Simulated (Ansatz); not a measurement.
Steps of a relaxation of C2H8BGeN (`CB1[CH2][GeH2][NH]1`) with RKS PBE-D4/def2-SVP.

```sh
$ ansatz run in.yaml --threads 2 --pin off --events-out ev --progress --plain --max-ram 32768MiB --backend cpu
```

```yaml
crystal:
  periodic: [false, false, false]
  atoms:
    - {symbol: C, position_ang: [-1.510100, 1.265200, -0.703600]}
    - {symbol: B, position_ang: [-0.443700, 0.270200, -0.288300]}
    - {symbol: C, position_ang: [0.109200, -0.255700, 1.117300]}
    - {symbol: Ge, position_ang: [1.512100, -1.386900, 0.379300]}
    - {symbol: N, position_ang: [0.569400, -0.644100, -1.071300]}
    - {symbol: H, position_ang: [-1.309500, 2.326600, -0.308200]}
    - {symbol: H, position_ang: [-2.512600, 0.982800, -0.311600]}
    - {symbol: H, position_ang: [-1.570600, 1.381400, -1.828900]}
    - {symbol: H, position_ang: [-0.620500, -0.801600, 1.746500]}
    - {symbol: H, position_ang: [0.605800, 0.565600, 1.740300]}
    - {symbol: H, position_ang: [1.085900, -2.901600, 0.551300]}
    - {symbol: H, position_ang: [2.906600, -0.858800, 0.541000]}
    - {symbol: H, position_ang: [1.198200, 0.022100, -1.549000]}
basis:
  gaussian: {orbitals: def2-SVP}
hamiltonian: {xc: pbe, dispersion: d4}
relax: {f_tol: 0.03, max_steps: 200}
```

Positions (Å) and forces (eV/Å) along the path, 10 of 10 steps:

```xyz
13
step=1 energy=-60863.8231 eV
C    -1.510    1.265   -0.704   -0.433    1.877   -1.198
B    -0.444    0.270   -0.288    3.714   -3.517    0.546
C     0.109   -0.256    1.117   -0.718    1.144    2.742
Ge    1.512   -1.387    0.379   -2.250   -0.346    0.103
N     0.569   -0.644   -1.071   -0.657    2.583   -1.527
H    -1.310    2.327   -0.308   -0.118   -1.080   -0.164
H    -2.513    0.983   -0.312    0.076   -0.019   -0.027
H    -1.571    1.381   -1.829   -0.152   -0.132    0.640
H    -0.621   -0.802    1.746   -0.101    0.233    0.550
H     0.606    0.566    1.740   -0.755   -0.511   -0.268
H     1.086   -2.902    0.551    0.712    0.328   -0.160
H     2.907   -0.859    0.541    0.920   -0.078    0.039
H     1.198    0.022   -1.549   -0.237   -0.482   -1.275
13
step=2 energy=-60864.8905 eV
C    -1.453    1.236   -0.710   -0.244    0.855   -0.419
B    -0.360    0.222   -0.256    1.304   -1.252   -0.770
C     0.053   -0.230    1.239   -0.053    0.015    0.059
Ge    1.411   -1.341    0.364   -0.311   -0.251    0.075
N     0.578   -0.582   -1.174   -0.507    1.745    1.523
H    -1.278    2.271   -0.298    0.038   -0.443   -0.034
H    -2.459    0.960   -0.317    0.124   -0.099    0.014
H    -1.551    1.359   -1.818    0.059   -0.136    0.269
H    -0.683   -0.764    1.868   -0.106    0.146    0.182
H     0.532    0.596    1.824   -0.292   -0.161   -0.127
H     1.157   -2.883    0.511    0.247    0.192   -0.180
H     2.887   -0.908    0.527    0.195   -0.114    0.014
H     1.187    0.030   -1.743   -0.455   -0.498   -0.606
13
step=3 energy=-60865.1944 eV
C    -1.419    1.251   -0.717   -0.086    0.350    0.054
B    -0.321    0.230   -0.239   -0.102   -0.587   -0.593
C     0.023   -0.234    1.275    0.045   -0.073   -0.323
Ge    1.412   -1.317    0.394    0.060   -0.317    0.024
N     0.546   -0.556   -1.129    0.863    1.598    0.451
H    -1.257    2.264   -0.281    0.039   -0.033    0.001
H    -2.421    0.951   -0.331    0.096   -0.083    0.002
H    -1.511    1.369   -1.816    0.085   -0.051    0.012
H    -0.742   -0.748    1.888   -0.014    0.028    0.023
H     0.459    0.601    1.859   -0.025    0.034    0.079
H     1.257   -2.871    0.453    0.056    0.084   -0.080
H     2.922   -0.935    0.546   -0.096    0.022   -0.008
H     1.071   -0.040   -1.888   -0.924   -0.973    0.358
13
step=4 energy=-60865.4391 eV
C    -1.394    1.280   -0.711   -0.139   -0.246    0.057
B    -0.335    0.202   -0.247    0.140    0.091   -0.242
C    -0.010   -0.265    1.273    0.034    0.009   -0.168
Ge    1.423   -1.311    0.423    0.143   -0.232   -0.064
N     0.601   -0.506   -1.081   -0.055    0.805    0.362
H    -1.194    2.292   -0.300    0.104   -0.002    0.014
H    -2.383    0.990   -0.291   -0.022    0.050   -0.073
H    -1.499    1.355   -1.812    0.009    0.065   -0.016
H    -0.779   -0.767    1.891    0.024   -0.058   -0.052
H     0.413    0.579    1.858   -0.033    0.000    0.043
H     1.337   -2.868    0.399    0.019    0.035   -0.028
H     2.910   -0.873    0.602   -0.021    0.000    0.040
H     0.932   -0.143   -1.988   -0.201   -0.517    0.127
13
step=5 energy=-60865.5308 eV
C    -1.393    1.302   -0.705   -0.092   -0.137   -0.001
B    -0.326    0.230   -0.245   -0.251    0.189   -0.027
C    -0.010   -0.259    1.270    0.107    0.072   -0.010
Ge    1.436   -1.295    0.427    0.080   -0.141   -0.017
N     0.600   -0.474   -1.058    0.410    0.098   -0.125
H    -1.185    2.309   -0.281    0.055   -0.054    0.006
H    -2.390    1.013   -0.304   -0.016    0.046   -0.030
H    -1.483    1.398   -1.806    0.017    0.042    0.002
H    -0.767   -0.819    1.853   -0.033    0.028   -0.089
H     0.375    0.573    1.896   -0.016   -0.041    0.088
H     1.384   -2.852    0.369   -0.003    0.011    0.011
H     2.911   -0.835    0.638   -0.012   -0.005   -0.020
H     0.869   -0.326   -2.039   -0.244   -0.108    0.212
13
step=6 energy=-60865.5389 eV
C    -1.393    1.301   -0.707    0.044    0.090   -0.047
B    -0.309    0.258   -0.237    0.261   -0.053    0.056
C     0.013   -0.248    1.275    0.040    0.280   -0.037
Ge    1.471   -1.278    0.430   -0.109   -0.183    0.103
N     0.651   -0.433   -1.035   -0.429    0.055   -0.185
H    -1.213    2.287   -0.219   -0.004   -0.105   -0.009
H    -2.405    0.988   -0.381   -0.090   -0.012    0.021
H    -1.419    1.473   -1.803   -0.004   -0.038    0.010
H    -0.820   -0.797    1.761    0.159   -0.158    0.001
H     0.371    0.525    1.983   -0.057    0.081    0.040
H     1.406   -2.836    0.423    0.014    0.000   -0.069
H     2.950   -0.819    0.579    0.008   -0.003    0.089
H     0.717   -0.455   -2.055    0.169    0.046    0.029
13
step=7 energy=-60865.5189 eV rejected
C    -1.415    1.249   -0.730   -0.626    0.355    0.045
B    -0.333    0.262   -0.210    0.168   -0.146    0.064
C     0.023   -0.217    1.307   -0.141   -0.457   -0.071
Ge    1.444   -1.273    0.418    0.084    0.196   -0.014
N     0.625   -0.373   -1.037    0.409   -0.249    0.236
H    -1.107    2.257   -0.375   -0.133    0.136   -0.026
H    -2.437    1.069   -0.303    0.348    0.057   -0.148
H    -1.481    1.287   -1.840   -0.045    0.003    0.134
H    -0.731   -0.862    1.820    0.068    0.230   -0.116
H     0.381    0.543    2.033   -0.022    0.002   -0.126
H     1.325   -2.821    0.308    0.003   -0.011    0.019
H     2.933   -0.869    0.665   -0.012   -0.040   -0.066
H     0.793   -0.287   -2.043   -0.102   -0.076    0.069
13
step=8 energy=-60865.5641 eV
C    -1.414    1.284   -0.713    0.062    0.065    0.011
B    -0.307    0.266   -0.236    0.077   -0.014   -0.011
C     0.026   -0.222    1.278   -0.041   -0.015   -0.023
Ge    1.451   -1.291    0.429    0.034   -0.044    0.050
N     0.654   -0.415   -1.035   -0.120    0.032   -0.092
H    -1.218    2.280   -0.255   -0.019   -0.032   -0.026
H    -2.420    0.986   -0.352   -0.025   -0.029    0.009
H    -1.463    1.420   -1.813   -0.002   -0.007    0.006
H    -0.773   -0.793    1.792    0.014   -0.026    0.008
H     0.393    0.562    1.969   -0.004    0.029    0.027
H     1.363   -2.849    0.359   -0.028    0.048   -0.001
H     2.936   -0.873    0.639    0.043   -0.006    0.014
H     0.792   -0.390   -2.048    0.008    0.000    0.026
13
step=9 energy=-60865.5648 eV
C    -1.411    1.287   -0.712    0.056    0.039    0.018
B    -0.294    0.281   -0.235    0.025   -0.038    0.010
C     0.029   -0.218    1.277   -0.014   -0.010   -0.043
Ge    1.453   -1.290    0.429    0.022   -0.020    0.047
N     0.659   -0.407   -1.036   -0.062    0.026   -0.053
H    -1.225    2.296   -0.279   -0.001   -0.017   -0.012
H    -2.405    0.979   -0.326   -0.047   -0.019    0.009
H    -1.482    1.394   -1.812   -0.001    0.013   -0.025
H    -0.777   -0.797    1.768    0.001   -0.036    0.026
H     0.387    0.552    1.988    0.004    0.044    0.022
H     1.349   -2.845    0.362   -0.020    0.026   -0.012
H     2.941   -0.884    0.640    0.032   -0.004    0.009
H     0.796   -0.383   -2.049    0.007   -0.003    0.004
13
step=10 energy=-60865.5663 eV
C    -1.410    1.286   -0.713   -0.009   -0.011    0.004
B    -0.298    0.275   -0.235    0.002    0.001   -0.022
C     0.032   -0.215    1.279    0.004    0.012    0.012
Ge    1.456   -1.286    0.431    0.005   -0.007   -0.001
N     0.653   -0.412   -1.038   -0.006    0.004    0.011
H    -1.237    2.285   -0.256   -0.003    0.014    0.008
H    -2.412    0.964   -0.354    0.002    0.003   -0.005
H    -1.462    1.418   -1.813    0.005   -0.003    0.001
H    -0.762   -0.800    1.785    0.002   -0.006    0.001
H     0.387    0.567    1.980   -0.005   -0.004   -0.006
H     1.332   -2.839    0.361    0.009    0.012    0.005
H     2.949   -0.889    0.637   -0.008   -0.014   -0.002
H     0.792   -0.387   -2.050    0.000    0.000   -0.005
```

It took 24 s on 2 threads of an AMD EPYC 7R13 on a shared host, with 0.19 GiB of host memory at the peak.
